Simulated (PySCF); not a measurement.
Gas-phase thermal properties of MoOF4

Computed with PySCF (xtb for GFN2) and rigid-rotor harmonic-oscillator thermochemistry at 1 bar. All species are closed-shell singlets. Mo: scalar-relativistic def2 core potential, no spin-orbit coupling. The harmonic model lacks anharmonicity and excited electronic states, which grow with temperature; levels with a mode under 35 cm⁻¹ are left out. Soft modes under 120 cm⁻¹ make the harmonic entropy rough for MoOF4.

```csv
level,point group,σ,ZPE (kJ/mol),S°298 (J/mol/K),Cp298 (J/mol/K),S°1000 (J/mol/K),H1000 − H298 (kJ/mol)
GFN2-xTB,C4v,4,29.9,336.6,104.7,482.2,86.1
PBE/def2-SVP,C4v,4,33.1,338.5,100.3,480.8,84.4
PBE0/def2-TZVP,C4v,4,34.5,335.7,98.8,476.8,83.8
```
σ: rotational symmetry number. Electronic degeneracy used: 1. Frequencies are unscaled.
